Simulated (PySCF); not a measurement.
Computed shifts of a molecule C₃H₅BO₃, PBE/pcSseg-1 (PySCF), GIAO, gas phase, equivalent atoms averaged, in ppm (number of nuclei): ¹³C: 177.8 (1), 69.5 (1), 69.2 (1). ¹H: 5.09 (2), 4.38 (2), 1.08 (1). References: ¹⁷O against H2O (σ = 334.3 ppm); ¹³C against TMS (σ = 182.0 ppm); ¹¹B against BF3 (σ = 83.9 ppm); ¹H against TMS (σ = 31.49 ppm), references at their B3LYP-D3(BJ)/def2-TZVP geometries, non-relativistic. Coordinates come from a B3LYP-D3(BJ)/def2-SVP optimisation. Other conformers were not sampled.

Identify the compound among the candidates.
A) O=C1OCB1CO
B) C=COB1OCO1
C) O=COB1CCO1
D) CB1COC(=O)O1

A, O=C1OCB1CO
